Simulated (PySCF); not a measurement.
Compound: C₆H₇ClOSi.
Z-matrix (Å and degrees, PBE0-D3(BJ)/def2-SVP geometry), rows numbered from 1:
```
Cl
Si  1  2.0645
O   2  1.6604  1  110.88
C   3  1.3596  2  130.16  1    70.61
C   4  1.3979  3  122.46  2   -18.42
C   5  1.3940  4  119.61  3  -179.97
C   6  1.3931  5  120.60  4     0.33
C   7  1.3954  6  119.41  5     0.06
C   8  1.3913  7  120.54  6    -0.27
H   2  1.4862  1  107.60  3   120.90
H   2  1.4794  1  108.57  3  -115.55
H   5  1.0926  4  120.20  3    -1.47
H   6  1.0927  5  119.22  4   179.90
H   7  1.0919  6  120.27  5   179.78
H   8  1.0927  7  120.07  6   179.76
H   9  1.0914  4  118.58  3    -0.18
```

The calculation used PySCF, PBE0-D3(BJ)/def2-SVP geometry optimisation, gas phase.

Masses are those of the commonest isotopes; rigid-rotor values at the optimised geometry. The values belong to one conformer with, in the numbering `[Cl:1][SiH2:2][O:3][c:4]1[cH:5][cH:6][cH:7][cH:8][cH:9]1`, Cl1–Si2–O3–C4 71°, Si2–O3–C4–C5 -18°.

Problem. Give the principal moments of inertia and the rotational constants in MHz.

Solution. Ia = 175.96, Ib = 803.89, Ic = 929.08 u·Å²; 505379 MHz·u·Å²/I gives A = 2872, B = 628.7, C = 544.0 MHz.

Problem. Classify the top.

Solution. A near-prolate asymmetric top; Ray's κ = -0.927.

Problem. Is it planar, by Δ = Ic − Ia − Ib?

Solution. Not planar: Δ = Ic − Ia − Ib = -50.77 u·Å². For a rigid frame Δ = −2 Σ m c², so Σ m c² = 25.38 u·Å² lies off the ab plane: 5.47 from hydrogen and 19.91 from heavier atoms. The atom farthest from that plane is 1.97 Å away.

Problem. Give the other two planar moments, Paa and Pbb, and the rms extents of the mass along the axes.

Solution. Paa = Σ m a² = (Ib + Ic − Ia)/2 = 778.51 and Pbb = Σ m b² = (Ia + Ic − Ib)/2 = 150.57 u·Å². With the mass M = 158.00 u, the rms extents √(P/M) along a, b and c are 2.22, 0.98, 0.40 Å.

Problem. Give the coordinates in the principal-axis frame, origin at the centre of mass.

Solution. The sense of each axis is arbitrary; atoms in the order of the calculation.
```json
{"atom": "Cl1", "mass (u)": "34.969", "a (Å)": "2.718", "b (Å)": "0.850", "c (Å)": "0.417"}
{"atom": "Si2", "mass (u)": "27.977", "a (Å)": "1.876", "b (Å)": "-0.781", "c (Å)": "-0.526"}
{"atom": "O3", "mass (u)": "15.995", "a (Å)": "0.397", "b (Å)": "-1.148", "c (Å)": "0.133"}
{"atom": "C4", "mass (u)": "12.000", "a (Å)": "-0.786", "b (Å)": "-0.481", "c (Å)": "0.058"}
{"atom": "C5", "mass (u)": "12.000", "a (Å)": "-0.867", "b (Å)": "0.865", "c (Å)": "-0.310"}
{"atom": "C6", "mass (u)": "12.000", "a (Å)": "-2.111", "b (Å)": "1.490", "c (Å)": "-0.368"}
{"atom": "C7", "mass (u)": "12.000", "a (Å)": "-3.273", "b (Å)": "0.787", "c (Å)": "-0.054"}
{"atom": "C8", "mass (u)": "12.000", "a (Å)": "-3.182", "b (Å)": "-0.554", "c (Å)": "0.321"}
{"atom": "C9", "mass (u)": "12.000", "a (Å)": "-1.946", "b (Å)": "-1.190", "c (Å)": "0.377"}
{"atom": "H10", "mass (u)": "1.008", "a (Å)": "1.734", "b (Å)": "-0.444", "c (Å)": "-1.966"}
{"atom": "H11", "mass (u)": "1.008", "a (Å)": "2.728", "b (Å)": "-1.964", "c (Å)": "-0.272"}
{"atom": "H12", "mass (u)": "1.008", "a (Å)": "0.042", "b (Å)": "1.430", "c (Å)": "-0.529"}
{"atom": "H13", "mass (u)": "1.008", "a (Å)": "-2.167", "b (Å)": "2.542", "c (Å)": "-0.655"}
{"atom": "H14", "mass (u)": "1.008", "a (Å)": "-4.244", "b (Å)": "1.283", "c (Å)": "-0.097"}
{"atom": "H15", "mass (u)": "1.008", "a (Å)": "-4.086", "b (Å)": "-1.114", "c (Å)": "0.573"}
{"atom": "H16", "mass (u)": "1.008", "a (Å)": "-1.855", "b (Å)": "-2.239", "c (Å)": "0.667"}
```

Problem. Predict some low-J microwave lines.

Solution. The dipole components are |μa| = 0.49 D, |μb| = 0.42 D, |μc| = 0.96 D. Intensities carry the squares of the components, which stand as 0.26 : 0.19 : 1.00 (a : b : c). Some lines, for components of 0.1 D or more:

```
type  branch         J(Ka,Kc)    MHz  lower level (cm⁻¹)
   a       Q  3(1,2) ← 3(1,3)    508               0.302
   a       R  1(0,1) ← 0(0,0)   1173               0.000
   a       Q  5(1,4) ← 5(1,5)   1269               0.641
   c       Q  4(1,4) ← 4(0,4)   1891               0.390
   b       Q  4(1,3) ← 4(0,4)   2738               0.390
   b       Q  5(1,4) ← 5(0,5)   2986               0.584
   c       R  1(1,0) ← 0(0,0)   3501               0.000
   a       R  4(2,2) ← 3(2,1)   4712               0.540
   c       R  2(1,1) ← 1(0,1)   4758               0.039
   a       R  5(4,1) ← 4(4,0)   5868               1.611
   a       R  5(2,3) ← 4(2,2)   5904               0.697
   b       Q  5(2,3) ← 5(1,4)   6314               0.684
   b       R  4(1,4) ← 3(0,3)   6559               0.234
   b       R  2(2,1) ← 1(1,0)   9160               0.117
   b       R  2(2,0) ← 1(1,1)   9247               0.114
   b       R  4(2,3) ← 3(1,2)  11294               0.319
   b       Q  3(3,0) ← 3(2,1)  11419               0.540
   c       Q  4(4,1) ← 4(3,1)  15996               1.078
   b       R  5(3,2) ← 4(2,3)  17309               0.696
```

Problem. Estimate the classical rotational partition function at 10 K, 25 K and 200 K.

Solution. Point group C1, symmetry number σ = 1; q = (√π/σ)·√((kT/h)³/(ABC)), k/h = 20836.6 MHz/K: 5380 at 10 K, 21300 at 25 K, 481000 at 200 K.

PBE0-D3(BJ)/def2-SVP frequencies: not computed here. Constants of a rigid frame at the computed geometry: no zero-point averaging, no centrifugal distortion. Quadrupole hyperfine structure (35Cl) is left out.

The run took 4.4 min wall on an Arm Neoverse V1 with one thread (shared host), and the process peaked at 0.71 GiB of memory. That covers the optimisation of the geometry.
